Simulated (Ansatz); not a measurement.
`O[SiH2][SiH](O)F` + HCl → `O[SiH2][SiH](O)Cl` + H–F  (ligand exchange at the Si–F bond)

Program: Ansatz. Geometries: PBE0-D4/def2-TZVP. ΔE: electronic, gas phase. CCSD(T)/CBS is the MP2 limit (def2-TZVPP, def2-QZVPP) plus CCSD(T) − MP2 in def2-TZVPP, frozen cores. This one scheme is used for every species. Functionals use def2-TZVPP. B3LYP here is the variant with VWN-RPA as its local correlation; programs differ in this. One conformer a species, not always the lowest.

```
             level  ΔE (kJ/mol)  difference from CCSD(T)/CBS
           ωB97X-V         43.1                          4.1
           ωB97M-V         41.7                          2.7
               PBE         37.2                         -1.8
            r2SCAN         42.4                          3.4
              PBE0         36.4                         -2.6
             B3LYP         48.9                          9.9
     HF/def2-TZVPP         53.2                         14.2
    MP2/def2-TZVPP         37.4                         -1.6
SCS-MP2/def2-TZVPP         43.5                          4.5
   CCSD/def2-TZVPP         45.7                          6.7
CCSD(T)/def2-TZVPP         43.3                          4.3
     HF/def2-QZVPP         55.0                         16.0
    MP2/def2-QZVPP         35.6                         -3.4
SCS-MP2/def2-QZVPP         41.6                          2.6
      HF/CBS(def2)         55.2                         16.2
     MP2/CBS(def2)         33.1                         -5.9
       CCSD(T)/CBS         39.0                            0
```

Largest T1 diagnostic among the species: 0.012.

The D4 term adds −6.4 kJ/mol with B3LYP and −3.5 kJ/mol with PBE0; it sums over pairs of atoms, weighted by their polarisabilities, and B3LYP, whose exchange is more repulsive, gets the larger term. In def2-TZVPP, CCSD(T) changes the Hartree–Fock value by −9.9 kJ/mol (the triples alone add −2.4 kJ/mol) and MP2 by −15.8 kJ/mol.
